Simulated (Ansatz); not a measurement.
Basis-set extrapolation for `C[SiH](Cl)CCl` (PBE0-D4/def2-TZVP geometry, frozen core, Ansatz). Multiplicity 1, RHF reference.

```tsv
	def2-TZVPP	def2-QZVPP
HF	-1287.303522	-1287.341792
MP2 correlation	-0.851478	-0.922906
CCSD(T) correlation	-0.955218	not run
```

Energies in hartree. Use E(X) = E(∞) + A·exp(−7.88·√X) for Hartree–Fock and E(X) = E(∞) + B·X^(−2.97) for correlation, with X = 3 and 4, and add CCSD(T) minus MP2 of the smaller set to the MP2 limit.

Q: What is the CCSD(T) energy at the basis-set limit?

A: HF limit: -1287.341792 + (-0.038270) × 0.13774 = -1287.34706. MP2 limit: -0.922906 + (-0.071428) × 0.74074 = -0.97582. Higher-order term: -0.955218 − (-0.851478) = -0.10374. Total: -1288.42662 hartree, 440.8 kJ/mol below CCSD(T)/def2-TZVPP.
